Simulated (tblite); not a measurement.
Compound: C4H16N2OSi2.
SMILES with atom numbers: `[CH3:1][CH2:2][O:3][Si@:4]([CH3:5])([NH:6][CH3:7])[SiH2:8][NH2:9]` (hydrogens: H10, H11, H12 on C1; H13, H14 on C2; H15, H16, H17 on C5; H18 on N6; H19, H20, H21 on C7; H22, H23 on Si8; H24, H25 on N9)

Cartesian coordinates in Å at the GFN2-xTB level; atoms count from 1:
```xyz
25
C4H16N2OSi2 angstrom
C      2.513    1.015    1.323
C      2.242   -0.386    0.789
O      0.922   -0.775    1.020
Si    -0.423   -0.479    0.146
C     -1.734   -0.099    1.490
N     -0.725   -1.968   -0.688
C     -1.960   -2.241   -1.382
Si    -0.222    1.112   -1.506
N      0.135    2.629   -0.744
H      3.568    1.253    1.224
H      1.925    1.739    0.765
H      2.234    1.067    2.373
H      2.466   -0.423   -0.284
H      2.880   -1.116    1.302
H     -1.678   -0.819    2.302
H     -1.618    0.889    1.925
H     -2.733   -0.156    1.067
H     -0.350   -2.804   -0.262
H     -1.814   -3.034   -2.118
H     -2.274   -1.339   -1.903
H     -2.768   -2.543   -0.705
H      0.920    0.964   -2.423
H     -1.403    1.191   -2.399
H     -0.438    2.924    0.031
H      0.322    3.425   -1.334
```

Calculated harmonic vibrations of the isolated species, GFN2-xTB (tblite), most abundant isotopes, no scaling. Errors from tens to a few hundred cm⁻¹ against measured bands are possible. Modes of hydrogen on silicon can be 10 to 20 % off. One conformer, not necessarily the lowest. The optimisation stopped once no atom felt more than 0.01 eV/Å.

Lowest wavenumbers of the output (negative numbers stand for imaginary wavenumbers):
```
mode    cm-1
  1     -35.5
  2      38.9
  3      79.3
  4      86.3
  5     100.4
  6     100.9
  7     110.7
  8     125.1
```

Is this structure a minimum?

Not by this Hessian. 1 mode is imaginary beyond 20i (36i cm⁻¹), so at this level the point lies at or near a first-order saddle. The curvature is small, so loose convergence or finite differences may be the whole cause.

Which atoms move in the imaginary mode?

36i: C1 (methyl carbon) 23 %, O3 (silyl ether oxygen) 22 %, C7 (N-methyl carbon) 11 %. These are shares of the mass-weighted motion.

What is the remedy?

Step along that mode in both directions, optimise again with tighter thresholds and repeat the frequencies. The zero-point energy of this point (126.9 kcal/mol) counts the 68 real modes alone, and thermal corrections from it aren't those of a minimum.
